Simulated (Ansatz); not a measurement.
Job for Ansatz (an electronic-structure program): R-CCSD(T)/aug-cc-pVDZ on HF (SMILES F).

Ansatz 0.2 input:
```yaml
crystal:
  periodic: [false, false, false]
  atoms:
    - {symbol: F, position_ang: [0.39188062, -0.76984146, -0.41880109]}
    - {symbol: H, position_ang: [0.33146659, -0.43536347, 0.45414705]}
basis:
  gaussian:
    orbitals: aug-cc-pVDZ
magnetization: {spin_polarized: false}
correlation: {method: ccsd_t, electrons: outside_noble_gas}
scf: {lower_state_search: off}
```

Program output:

```
Functional definition: HF
[...]
these checks for a lower state are left out or cut short: stability, starts, cluster_reference, orbital_swaps, neighbouring_geometries, increment
integrals: 0.00 GiB planned
292 factors; integrals over basis functions are off by at most 1.2e-3 eV
mean field: 0.04 GiB planned
mean field evaluation 1: about -2721.0392 eV, gradient 2.4e1 eV
mean field evaluation 2: about -2721.0390 eV, gradient 2.4e1 eV
mean field evaluation 4: about -2722.0109 eV, gradient 1.2e0 eV
mean field evaluation 8: about -2722.0158 eV, gradient 4.7e-5 eV
mean field -2722.01579738 eV, -100.0322355050 hartree, gradient 9.7e-7 eV, S^2 0.000000; 0 other end points of the search recorded, 0 dependent functions left out
1 core orbitals not correlated
reference -2722.01579738 eV, -100.0322355050 hartree; 4, 4 occupied and 27, 27 virtual orbitals, 292 factors
second order -6.07950395 eV of doubles, -0.00000000 eV of singles
coupled cluster: 0.05 GiB planned
cycle   1  -6.04059846 eV  change    3.9e-2 eV  update   5.3e-2
cycle   2  -6.15029745 eV  change   -1.1e-1 eV  update   1.3e-2
cycle   3  -6.18082982 eV  change   -3.1e-2 eV  update   6.6e-3
cycle   4  -6.17777676 eV  change    3.1e-3 eV  update   8.4e-4
cycle   5  -6.17734309 eV  change    4.3e-4 eV  update   2.3e-4
cycle   6  -6.17741310 eV  change   -7.0e-5 eV  update   6.2e-5
cycle   7  -6.17739506 eV  change    1.8e-5 eV  update   1.7e-5
cycle   8  -6.17738646 eV  change    8.6e-6 eV  update   4.7e-6
perturbative correction -0.11488837 eV, -0.0042220699 hartree
Total energy: -2728.30807221 eV, -100.2634723401 hartree
Checks for a lower state left out: stability, starts, cluster_reference, orbital_swaps, neighbouring_geometries, increment
```

The calculation finished and met its thresholds.

Cost: around 0.20 core-seconds (rough).
